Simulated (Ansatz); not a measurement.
BH3Se (SMILES B[SeH]) moved off its minimum; all values from Ansatz (a program for electronic structure), cores frozen in correlated methods.
(charge 0, multiplicity 1)
```xyz
5

B      0.4782    -0.0399    -1.5494
H     -0.2716    -0.4128    -2.3132
H      1.4732     0.5068    -1.7596
Se    -0.1969     0.0345     0.3605
H      1.0766     0.6684     0.8523
```

```json
[
 {"level": "HF/def2-TZVPP", "largest force (eV/Å)": "2.73", "on atom": "B1", "rms difference from CCSD(T)/aug-cc-pVTZ (eV/Å)": "0.201", "dipole (D)": "0.99"},
 {"level": "PBE/def2-TZVPP", "largest force (eV/Å)": "2.90", "on atom": "B1", "rms difference from CCSD(T)/aug-cc-pVTZ (eV/Å)": "0.107", "dipole (D)": "0.51"},
 {"level": "r2SCAN/def2-TZVPP", "largest force (eV/Å)": "2.90", "on atom": "B1", "rms difference from CCSD(T)/aug-cc-pVTZ (eV/Å)": "0.052", "dipole (D)": "0.58"},
 {"level": "B3LYP/def2-TZVPP", "largest force (eV/Å)": "2.71", "on atom": "B1", "rms difference from CCSD(T)/aug-cc-pVTZ (eV/Å)": "0.059", "dipole (D)": "0.53"},
 {"level": "wB97M-V/def2-TZVPP", "largest force (eV/Å)": "2.94", "on atom": "B1", "rms difference from CCSD(T)/aug-cc-pVTZ (eV/Å)": "0.111", "dipole (D)": "0.60"},
 {"level": "MP2/aug-cc-pVTZ", "largest force (eV/Å)": "2.93", "on atom": "B1", "rms difference from CCSD(T)/aug-cc-pVTZ (eV/Å)": "0.088", "dipole (D)": "0.59"},
 {"level": "CCSD(T)/aug-cc-pVTZ", "largest force (eV/Å)": "2.84", "on atom": "B1", "rms difference from CCSD(T)/aug-cc-pVTZ (eV/Å)": "0.000", "dipole (D)": "0.53"}
]
```

The differences count from one level among others, with limits of its own. Forces at CCSD(T)/aug-cc-pVTZ (eV/Å):

```csv
atom,Fx,Fy,Fz
B1,-0.666,0.813,2.635
H2,-0.824,-0.747,-1.048
H3,0.859,0.100,-0.228
Se4,1.249,0.102,-1.259
H5,-0.619,-0.267,-0.100
```
